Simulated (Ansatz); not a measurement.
HgS₂⁻. Charge -1, multiplicity 4. Geometry PBE-D4/def2-TZVPD; atoms count from 1.

```
atom   x (Å)   y (Å)   z (Å)
 Hg1   1.048   0.084  -1.011
  S2   0.061   1.048   1.202
  S3  -1.109  -1.132  -0.191
```

In the def2 sets Hg takes a core potential; there is no spin–orbit coupling. At PBE0-D4/def2-TZVPD a doublet of charge -1 lies 2.40 eV below the quartet, each at its own geometry. The structure comes from a short search, and lower isomers may exist.

Estimate the Mulliken populations from the PBE0/def2-TZVPD orbitals of Ansatz.


```csv
atom,charge (e),spin (α − β),d electrons
Hg1,0.12,0.48,9.94
S2,-0.56,1.26,–
S3,-0.56,1.26,–
```
Mulliken values and Mayer orders depend strongly on the basis. With diffuse functions, as here, like atoms can get unlike values, and bond orders can come out too low or too high.

Where does the spin sit?

Summed by element: Hg 0.48, S 2.52, of 3 unpaired in all. Largest on single atoms: S2 1.26, S3 1.26, Hg1 0.48.

And the Mayer bond orders between bonded heavy atoms (over 0.3)?

Hg1–S2 0.61 (2.61 Å); Hg1–S3 0.61 (2.61 Å). Values over 0.3 also appear between atoms too far apart for a bond (S2–S3 0.69 at 2.84 Å); they arise where an orbital or an unpaired electron spreads over both atoms.
